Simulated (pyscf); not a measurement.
Single points on ωB97X-D3(BJ)/def2-SVP structures (PySCF, gas phase).

SMILES: OP(O)O[SiH3]
```xyz
10

O      1.0879    -0.0249    -1.1178
P      1.0345     1.5843    -0.7521
O      1.5381     1.3810     0.8202
O     -0.5800     1.7873    -0.5308
Si    -1.7534     0.6493    -0.1343
H      1.2199    -0.5605    -0.3205
H      1.9224     2.1889     1.1825
H     -2.2145    -0.0677    -1.3524
H     -2.8865     1.3962     0.4703
H     -1.2234    -0.3343     0.8525
```
Charge 0, spin multiplicity 1.

Task: How much does it cost (ΔH, 298 K, ωB97M-D3(BJ)/def2-TZVP) to split HO–P(OH)–O–SiH₃ at its O–P bond into HO–P•–OH + •O–SiH₃?

Result: O–P to HO–P•–OH + •O–SiH₃: 108.1 kcal/mol. The 7 functionals that were run give +100.4 (PBE) to +110.1 kcal/mol (M06-2X). •O–SiH₃ lies 24.9 kcal/mol over its isomer HO–SiH₂•, and others may lie lower still (electronic energy, ωB97M-D3(BJ)). Other isomers of HO–P•–OH were not searched in full and may lie lower.
